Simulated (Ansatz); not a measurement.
```xyz
14

B    -0.437    1.588    2.475
Si   -0.957    0.981    0.632
C     0.273   -0.245   -0.115
O    -0.150   -0.628   -1.400
C     0.726   -1.540   -2.006
H     0.548    1.211    3.042
H    -1.133    2.367    3.059
H    -1.066    2.178   -0.252
H    -2.308    0.350    0.702
H     0.365   -1.122    0.548
H     1.275    0.217   -0.151
H     0.324   -1.780   -2.991
H     0.810   -2.465   -1.418
H     1.731   -1.112   -2.124
```

Total charge 0; spin multiplicity 1.

(1) List the PBE0/def2-TZVPP orbital energies in eV (the Gaussian-basis code of Ansatz). (Estimate.)

Results:

(1) Ansatz gave: Occupied: -1802.02, -522.87, -279.22, -279.17, -185.12, -144.42, -99.07, -99.07, -99.05, -29.13, -20.26, -17.96, -15.26, -13.71, -13.44, -13.42, -12.38, -11.29, -10.18, -9.60, -9.44, -8.56, -8.17, -7.55. Lowest empty: -2.40, 0.81, 1.22, 1.80, 2.04, 2.38, 2.41, 2.42.
